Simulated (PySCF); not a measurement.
Species: MoN(NH2)3 (singlet state).
SMILES: `[N]#[Mo]([NH2])([NH2])[NH2]`

A linear-response calculation (PySCF, def2-SVPD basis, gas phase, vertical, core orbitals frozen in the response) gave these numbers; the functional is withheld.

Orbital energies (eV): HOMO-3 -8.32, HOMO-2 -7.99, HOMO-1 -7.99, HOMO -6.95, LUMO -0.75, LUMO+1 -0.75, LUMO+2 -0.19.

```tsv
state	E (eV)	f	main configurations (H = HOMO, L = LUMO)
S1	4.99	0.051	H→L/L+1 (≥85%)
S2	4.99	0.051	H→L/L+1 (≥85%)
S3	5.36	0.0000	H-2/H-1→L/L+1 (≥71%)
S4	5.53	0.0000	H→L+2 (95%)
S5	5.60	0.0035	H-3→L/L+1 (≥87%)
S6	5.60	0.0035	H-3→L/L+1 (≥87%)
```

Triplets (Tamm–Dancoff): T1 4.19 eV, H→L/L+1 (≥91%); T2 4.19 eV, H→L/L+1 (≥91%); T3 4.64 eV, H-2/H-1→L/L+1 (≥37%), H-4→L/L+1 (≥16%).

Vertical ionisation energy by ΔSCF with the same functional: 8.73 eV. Mean static polarisability: 74.5 au.

Orbitals of the list HOMO-3 to LUMO+2 that lie within 0.01 eV of each other are written together with a slash and their weights summed (≥ marks a lower bound); for degenerate orbitals outside that list single weights are arbitrary.

Question: Which of these was used?
A. PBE0
B. wB97X-D
C. PBE
D. HF

Answer: A. PBE0 is a global hybrid with 25% exact exchange. In this run −ε(HOMO) = 6.95 eV differs from the ΔSCF value by -1.77 eV, and S1 differs from the orbital gap of 6.21 eV by -1.22 eV. The ratio −ε(HOMO)/IP is 0.80. Small neutral molecules mostly give 0.7 to 0.83 with PBE0, 0.5 to 0.7 with PBE, 0.89 to 0.99 with wB97X-D; with Hartree–Fock the ratio is 1 or more (Koopmans' value less the relaxation energy is the ΔSCF value). The other options: PBE, a GGA without exact exchange; HF, time-dependent Hartree–Fock, 100% exact exchange; wB97X-D, range-separated, 22% exact exchange at short range and 100% at long range (ω = 0.2 bohr⁻¹).

Computed with TDDFT PBE0/def2-SVPD, vertical, gas phase, core orbitals frozen in the response, def2 core potentials past Kr (PySCF). Isolated species at its PBE0-D3(BJ)/def2-SVP geometry, gas phase. Spin–orbit coupling is left out.
